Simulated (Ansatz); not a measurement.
Geometry optimisation, RKS r2SCAN-D4/def2-SVP (Ansatz).

Input:

```yaml
crystal:
  periodic: [false, false, false]
  atoms:
    - { symbol: Zr, position_ang: [0.096477, -0.061448, 0.083857] }
    - { symbol: "N", position_ang: [0.066728, -0.089585, 2.239688] }
    - { symbol: H, position_ang: [-0.683399, -0.179596, 2.920735] }
    - { symbol: H, position_ang: [0.941822, 0.007883, 2.763609] }
    - { symbol: F, position_ang: [1.889374, 0.054945, -0.5687] }
    - { symbol: F, position_ang: [-0.732159, 1.492776, -0.688244] }
    - { symbol: "N", position_ang: [-0.813495, -1.723507, -0.647455] }
    - { symbol: H, position_ang: [-1.57327, -2.240247, -0.1994] }
    - { symbol: H, position_ang: [-0.670049, -2.139162, -1.570445] }
    - { symbol: H, position_ang: [-2.700863, 0.028726, 1.28647] }
    - { symbol: H, position_ang: [-2.107364, 0.200716, 1.653085] }
basis:
  gaussian: { orbitals: def2-SVP }
hamiltonian:
  xc: r2scan
  dispersion: d4
relax:
  f_tol: 0.03
  max_steps: 50
```

Run as:

```bash
$ ansatz run input.yaml --threads 4 --pin off --max-ram 5120MiB --backend cpu --events-out ev --progress --plain --runs-dir out
```

Problem. Where does it end, and by what steps?

Solution. The run converged. The force dipped under the threshold on the way, but the program's further checks kept it going. After 20 steps the energy has fallen by 0.289 eV; H11 moved furthest, 0.69 Å.

| step | energy less start (eV) | largest force component (eV/Å) | accepted |
| --- | --- | --- | --- |
| 0 | 0.0000 | 1.756 | yes |
| 1 | -0.1767 | 1.016 | yes |
| 2 | -0.2167 | 0.282 | yes |
| 3 | -0.2312 | 0.418 | yes |
| 4 | -0.2452 | 0.429 | yes |
| 5 | -0.2585 | 0.370 | yes |
| 6 | -0.2674 | 0.386 | yes |
| 7 | -0.2771 | 0.133 | yes |
| 8 | -0.2810 | 0.184 | yes |
| 9 | -0.2855 | 0.074 | yes |
| 10 | -0.2845 | 0.130 | no |
| 11 | -0.2875 | 0.056 | yes |
| 12 | -0.2874 | 0.225 | no |
| 13 | -0.2880 | 0.024 | yes |
| 14 | -0.2880 | 0.191 | no |
| 15 | -0.2884 | 0.038 | yes |
| 16 | -0.2886 | 0.076 | yes |
| 17 | -0.2888 | 0.018 | yes |
| 18 | -0.2890 | 0.058 | yes |
| 19 | -0.2890 | 0.050 | yes |
| 20 | -0.2892 | 0.009 | yes |

```xyz
11
Properties=species:S:1:pos:R:3
Zr 0.015 -0.006 0.187
N 0.153 -0.173 2.213
H -0.526 0.061 2.936
H 1.040 -0.381 2.675
F 1.841 0.036 -0.400
F -0.873 1.536 -0.562
N -0.841 -1.705 -0.544
H -1.051 -2.572 -0.051
H -1.106 -1.831 -1.522
H -2.475 -0.186 1.140
H -2.464 0.572 1.200
```

Whether the end is a true minimum wasn't checked by a vibrational analysis.

The run took 62 s on 4 threads of Arm Neoverse V1, on a shared host, peak memory 0.21 GiB.
